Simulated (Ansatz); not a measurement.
The same group exchange along the group Ti, Zr, Hf.

Program: Ansatz. Geometries: PBE0-D4/def2-TZVP. ΔE: electronic, gas phase. CCSD(T)/CBS adds triple-zeta CCSD(T) − MP2 to the extrapolated MP2 energy (def2 sets, frozen cores). This one scheme is used for every species. DFT in def2-TZVPP. def2 core potentials past Kr. For Hf, Ti, Zr outer-core shells are correlated without core-valence functions, which leaves a few kJ/mol of doubt a bond. Scalar relativity is left out up to krypton. Each species was taken in one conformer, which may not be the lowest.

| reaction | ωB97M-V (kcal/mol) |
| --- | --- |
| `[OH][Ti]12345678([Cl])([C@H]9[C@@H]1[C@@H]2[C@@H]3[C@H]94)[C@H]1[C@@H]5[C@@H]6[C@@H]7[C@H]18` + CH₄ → `[CH3][Ti]12345678([Cl])([C@H]9[C@@H]1[C@@H]2[C@@H]3[C@H]94)[C@H]1[C@@H]5[C@@H]6[C@@H]7[C@H]18` + H₂O | 28.9 |
| `[OH][Zr]12345678([Cl])([C@H]9[C@@H]1[C@@H]2[C@@H]3[C@H]94)[C@H]1[C@@H]5[C@@H]6[C@@H]7[C@H]18` + CH₄ → `[CH3][Zr]12345678([Cl])([C@H]9[C@@H]1[C@@H]2[C@@H]3[C@H]94)[C@H]1[C@@H]5[C@@H]6[C@@H]7[C@H]18` + H₂O | 36.0 |
| `[OH][Hf]12345678([Cl])([C@H]9[C@@H]1[C@@H]2[C@@H]3[C@H]94)[C@H]1[C@@H]5[C@@H]6[C@@H]7[C@H]18` + CH₄ → `[CH3][Hf]12345678([Cl])([C@H]9[C@@H]1[C@@H]2[C@@H]3[C@H]94)[C@H]1[C@@H]5[C@@H]6[C@@H]7[C@H]18` + H₂O | 36.7 |

(1) Give the CCSD(T)/CBS values in the same order. (Best estimate.)

Largest T1 diagnostic: 0.019, for `[OH][Ti]12345678([Cl])([C@H]9[C@@H]1[C@@H]2[C@@H]3[C@H]94)[C@H]1[C@@H]5[C@@H]6[C@@H]7[C@H]18`.

Answers

(1) Ansatz gave: 27.4, 33.7, 34.7 kcal/mol.
